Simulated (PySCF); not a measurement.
The dipole of `C=Cc1nc(F)cs1` from its density and from atomic charges.

Coordinates (GFN2-xTB, Å) and charges (e) from the PBE0/pcSseg-1 density (PySCF):

```tsv
atom	x	y	z	Mulliken	IAO	Hirshfeld	ESP-fitted
C1	-1.684	0.858	-1.583	-0.0760	-0.2732	-0.0706	-0.1607
C2	-1.326	-0.233	-0.912	-0.1525	-0.1645	-0.0606	-0.3816
C3	-0.185	-0.275	-0.040	-0.0357	+0.0164	+0.0483	+0.3500
N4	0.622	0.707	0.205	-0.4176	-0.3016	-0.1751	-0.3996
C5	1.585	0.345	1.061	+0.5148	+0.3757	+0.1128	+0.4366
F6	2.503	1.238	1.422	-0.2480	-0.2501	-0.0757	-0.1781
C7	1.563	-0.941	1.519	-0.3915	-0.4027	-0.1149	-0.4277
S8	0.230	-1.755	0.817	+0.2887	+0.3173	+0.1152	+0.0207
H9	-1.116	1.768	-1.492	+0.1412	+0.1723	+0.0526	+0.1260
H10	-2.543	0.866	-2.231	+0.1284	+0.1624	+0.0573	+0.1410
H11	-1.883	-1.157	-0.990	+0.1064	+0.1560	+0.0491	+0.2124
H12	2.234	-1.421	2.199	+0.1419	+0.1919	+0.0615	+0.2608
```

Task: Compute μ = Σ q r for each scheme (1 e·Å = 4.803 D) and compare with the dipole of the full density.

Result: The full density gives (-1.27, -1.93, -0.25) D, 2.32 D in size; dipole vectors point from the negative to the positive end.

```csv
scheme,μx,μy,μz,size (D),share of the full size (%),angle to the full dipole (°)
Mulliken,-3.08,-2.63,-1.34,4.26,184,20
IAO,-2.74,-3.75,-0.67,4.69,202,3
Hirshfeld,-1.16,-1.60,-0.28,2.00,86,3
ESP-fitted,-1.30,-1.93,-0.26,2.35,101,1
```

Task: Which set comes closest?

Result: Length of the difference vector: ESP-fitted 0.03 D, Hirshfeld 0.34 D, Mulliken 2.22 D, IAO 2.37 D. Closest: ESP-fitted. ESP charges are fitted to the potential around the molecule, whose slowest-falling term is the dipole's. The schemes that divide the density aren't constrained to reproduce the dipole.

Task: What is left for the Hirshfeld atoms' own dipoles?

Result: The Hirshfeld atoms' densities add up to the full density, so μ = Σ q r + Σ (atomic dipoles). The atomic dipoles sum to (-1.27, -1.93, -0.25) − (-1.16, -1.60, -0.28) = (-0.11, -0.33, 0.03) D, 0.34 D in size.

Task: With the origin at the mean of the coordinates, (0.000, 0.000, -0.002) Å, which are the largest single terms, by size, of the IAO dipole along the direction of the full one?

Result: F6 +3.07, C5 -2.29, S8 +1.89, H11 +1.57, N4 +1.38 D; all 12 atoms together +4.68 D. The single terms depend on the origin, their sum doesn't.

Task: Give the size of the full dipole in other units.

Result: 2.32 D = 0.913 au = 0.483 e·Å = 7.74 × 10⁻³⁰ C·m.

The structure is a single GFN2-xTB conformer in the gas phase; no vibrational or solvent corrections.

These values come from a run that also computed NMR shieldings. Hardware: an Arm Neoverse V1 with one thread, on a shared host. Cost: 20 s wall.

The values belong to the conformer `[CH2:1]=[CH:2][c:3]1[n:4][c:5]([F:6])[cH:7][s:8]1`: C1–C2–C3–N4 0°.
